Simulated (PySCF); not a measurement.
H5Si2, SMILES [SiH2][SiH3], multiplicity 2. Atoms are numbered in the order given.

```xyz
7

Si     1.2006     0.0884     0.0000
Si    -1.1140    -0.0140     0.0000
H      1.8314    -0.4889    -1.2153
H      1.8314    -0.4889     1.2153
H     -1.6298     0.6743     1.2090
H     -1.6298     0.6743    -1.2090
H     -1.6163    -1.4133     0.0000
```
Charge 0, spin multiplicity 2.

Geometry: ωB97X-D3(BJ)/def2-TZVP. The isomer is the one that the SMILES or the coordinates give; other isomers of the formula were not compared.

The numbers are results of PBE0/pcH-1 in PySCF, not measurements.

Unrestricted Kohn–Sham, ⟨S²⟩ = 0.753. Hyperfine tensors hold the contact and dipolar terms, without spin-orbit corrections.

Problem. Estimate the hyperfine couplings. (Estimate from the structure and the level; the computed values follow.)

Solution. 
```
nucleus     A(iso) (MHz)  A(iso) (G)  dipolar principal values (MHz)
----------  ------------  ----------  ------------------------------
29Si no. 1        -376.7      -134.4              -169.8, 84.8, 85.0
29Si no. 2          -8.1        -2.9                  -5.7, 1.0, 4.8
1H no. 3            -5.8        -2.1                 -10.1, 1.9, 8.2
1H no. 4            -5.8        -2.1                 -10.1, 1.9, 8.2
1H no. 5            -2.0        -0.7                 -2.5, -1.2, 3.7
1H no. 6            -2.0        -0.7                 -2.5, -1.2, 3.7
1H no. 7            70.7        25.2                  -2.4, 0.0, 2.4
```

Problem. And the g tensor (effective nuclear charges for spin-orbit coupling, GIAO)? (The exact figures need the calculation; the answer reports its results.)

Solution. principal values 2.0022, 2.0048, 2.0069; isotropic 2.0046.
